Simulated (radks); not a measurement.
Values are calculated unless marked as measured or tabulated.
Question: The holmium ion Ho17+, configuration [Kr] 4d10 4f4. Level of theory: non-relativistic Kohn-Sham, LDA (Slater exchange, Perdew-Wang correlation), spin-unpolarised, spherical densities, point nucleus; relativity is left out, which matters for an element this heavy (a radial shooting solver on a logarithmic mesh with Libxc functionals). Some entries of the table are withheld. Estimate them.

orbital,occ.,eigenvalue (hartree),<r> (bohr)
1s,2,-1917.082,0.02264
2s,2,-320.8043,0.09617
2p,6,-306.7479,(1)
3s,2,(2),0.2467
3p,6,-76.58625,(3)
3d,10,(4),0.2089
4s,2,-27.26158,0.5397
4p,6,(5),0.5465
4d,10,(6),0.5588
4f,4,-14.11420,0.5743

Answer: 
(1) 2p <r> (bohr): 0.08146
(2) 3s eigenvalue (hartree): -82.93268
(3) 3p <r> (bohr): 0.2364
(4) 3d eigenvalue (hartree): -64.71648
(5) 4p eigenvalue (hartree): -24.68407
(6) 4d eigenvalue (hartree): -20.03004
